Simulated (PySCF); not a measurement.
**RbB from Hartree–Fock to correlated methods**

State: ³Π (triplet), unpaired electrons σ ↑, π ↑. Set-up: basis Rb x2c-TZVPPall, B x2c-TZVPPall; spin-free X2C with a Gaussian nucleus; PySCF 2.14. De refers to Rb + B in their high-spin ground configurations, without counterpoise correction. The functionals are run spin-unrestricted. A positive dipole means Rb(−)B(+).

| Level | Re (Å) | ωe (cm⁻¹) | De (eV) | μ (D) | CPU s a point (SCF and correlation, without the integrals) |
| --- | --- | --- | --- | --- | --- |
| UHF | 3.039 | 255 | 0.329 | -10.77 | 3.5 |
| UHF-MP2 | 2.935 | 266 | 0.71 | n/a | 5.9 |
| UHF-SCS-MP2 | 2.948 | 265 | 0.60 | n/a | n/a |
| LDA | 2.908 | 249 | 1.28 | -6.66 | 1.9 |
| PBE | 2.982 | 231 | 1.10 | -6.87 | 2.6 |
| PBEsol | 2.943 | 241 | 1.18 | -6.96 | 1.6 |
| BLYP | 3.042 | 213 | 0.89 | -6.37 | 1.7 |
| r²SCAN | 2.982 | 244 | 1.15 | -8.05 | 3.2 |
| PBE0 | 2.963 | 245 | 0.99 | -8.09 | 6.7 |
| MN15 | 3.007 | 228 | 0.96 | -7.96 | 5.4 |
| LC-ωPBE | 2.929 | 273 | 1.02 | -10.16 | 9.1 |

The bond length runs from 2.908 Å (LDA) to 3.042 Å (BLYP). De spans 0.33 eV (UHF, mean field) to 1.28 eV (LDA, local density).

Correlated steps freeze 10 core orbitals. Spin–orbit coupling is left out. The state is the lowest determinant that a PBE0 search found; another state may lie lower at other levels.

The whole job (state search and all levels along the bond) took about 7.2 min on 2 threads of Intel Xeon Platinum 8259CL @ 2.50GHz (shared host), peak memory 5.2 GiB.
